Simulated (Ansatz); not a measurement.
Stretching the Zn1–Br3 bond in BrHZn (SMILES [ZnH][Br]) (multiplicity 1 held, fragments rigid). Energies count from the point at 2.258 Å.
Geometry at that point (charge 0, multiplicity 1):
```xyz
3

Zn     0.00000     0.00000    -1.17427
H      0.00000     0.00000    -2.69788
Br     0.00000     0.00000     1.08360
```

Restricted levels (R-, RO-) in cc, def2 and unpolarised 6-31G sets keep to the state of the molecule at rest. Active spaces are followed from a long bond inwards. Curves can end on different states.

Cores are frozen in the correlated methods. Filled d and f shells under p-block atoms count as core.

Run with Ansatz (a quantum-chemistry and plane-wave program) with Gaussian orbitals. Values without a source in brackets are computed.

Q: What energy at R = 7.225 Å does SC-NEVPT2 on CASSCF(6,4)/def2-TZVPP give?

A: 98.1 kcal/mol

Q: Give the energy at R = 7.225 Å at the level R-SCS-MP2/def2-TZVPP.

A: 124.1 kcal/mol

Q: Estimate the energy at R = 7.225 Å that FIC-MRCISD+Q on CASSCF(6,4)/def2-TZVPP returns for this input.

A: 97.0 kcal/mol

Doubts at one or more of the structures used: a restricted determinant that unrestricted orbitals would lower (R-SCS-MP2/def2-TZVPP); active orbitals that take no part (SC-NEVPT2 on CASSCF(6,4)/def2-TZVPP, FIC-MRCISD+Q on CASSCF(6,4)/def2-TZVPP).
